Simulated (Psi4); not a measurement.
Psi4 input (wB97X-D/6-31G*):

```
memory 1500 MB

molecule {
1 1
C    -2.34559600   -0.27619437   -0.02285850
C    -0.94999647    0.32309270   -0.17299508
C     0.12663797   -0.66730131    0.25805052
C     1.50817520   -0.25697978    0.17828890
O     1.81810163    0.89801147   -0.23974472
H    -2.46419187   -1.16917570   -0.63902647
H    -3.09880755    0.44516298   -0.33513822
H    -2.55356073   -0.54699360    1.01375235
H    -0.86094784    1.23081908    0.42746847
H    -0.77238734    0.61426477   -1.21036056
H    -0.00277790   -1.02442117    1.29764418
H     0.08340140   -1.62439770   -0.29614724
H     2.31226200   -0.93333304    0.47637792
H     2.77687254    1.08827918   -0.25952771
symmetry c1
no_reorient
no_com
}

set {
  basis 6-31G*
  reference rks
  scf_type pk
  dft_radial_points 99
  dft_spherical_points 590
  e_convergence 1e-8
  d_convergence 1e-7
  maxiter 150
}

e = energy('wb97x-d')
print_out(f'\nFINAL {e:.10f} DIPOLE {variable("CURRENT DIPOLE")[0]:.6f} {variable("CURRENT DIPOLE")[1]:.6f} {variable("CURRENT DIPOLE")[2]:.6f}\n')
```

From the output:

```
    One-Electron Energy =                -665.0434494428862990
    Two-Electron Energy =                 273.4217037537881083
    DFT Exchange-Correlation Energy =     -22.8182406514543423
    Empirical Dispersion Energy =          -0.0060022978372343
    VV10 Nonlocal Energy =                  0.0000000000000000
    Total Energy =                       -232.6995036193629005

Computation Completed

Properties will be evaluated at   0.000000,   0.000000,   0.000000 [a0]

Properties computed using the SCF density matrix

 Multipole Moments:

 ------------------------------------------------------------------------------------
     Multipole            Electronic (a.u.)      Nuclear  (a.u.)        Total (a.u.)
 ------------------------------------------------------------------------------------

 L = 1.  Multiply by 2.5417464519 to convert [e a0] to [Debye]
 Dipole X            :          2.5424951           -0.0000001            2.5424950
 Dipole Y            :         -0.3488647           -0.0000000           -0.3488647
 Dipole Z            :          0.2688062            0.0000000            0.2688062
 Magnitude           :                                                    2.5803574

 ------------------------------------------------------------------------------------

FINAL -232.6995036194 DIPOLE 2.542495 -0.348865 0.268806

*** Psi4 exiting successfully. Buy a developer a beer!
```

The dipole moment of an ion depends on the origin.

The geometry given is a B3LYP-D3(BJ)/def2-TZVP minimum.
